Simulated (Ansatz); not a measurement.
Cl$_{3}$H$_{2}$InS, SMILES `[SH2+][In-]([Cl])([Cl])[Cl]`. Total charge 0; spin multiplicity 1. In: def2 effective core potential.

```xyz
7

S    -0.8301    1.3279   -0.6805
In    0.8311   -0.5002    0.4850
Cl    2.6967    0.7792    0.9620
Cl   -0.6208   -1.0514    2.2161
Cl    0.8984   -1.9349   -1.3446
H    -1.8727    0.8970    0.0539
H    -1.1025    0.4824   -1.6920
```

Task: List the harmonic frequencies (cm⁻¹, unscaled) at PBE0-D4/def2-TZVP in Ansatz. (Best estimate.)

Result: Ansatz gave: 26, 63, 70, 90, 91, 109, 180, 336, 372, 381, 447, 483, 1198, 2695, 2708.

Task: Is this a minimum?

Result: Yes, all 15 modes are real.

Task: Give the ideal-gas thermochemistry at 298.15 K and 1 bar (rigid rotor, harmonic oscillator; point group Cs, symmetry number 1).

Result: Zero-point energy 55.3 kJ/mol; H(298) − E = 83.3 kJ/mol; entropy 440.8 J/(mol·K), of which translation 178.0, rotation 127.1, vibration 135.7; G(298) − E = -48.2 kJ/mol. Modes under 100 cm⁻¹ are hindered rotations or soft bends, so the harmonic entropy is rough.
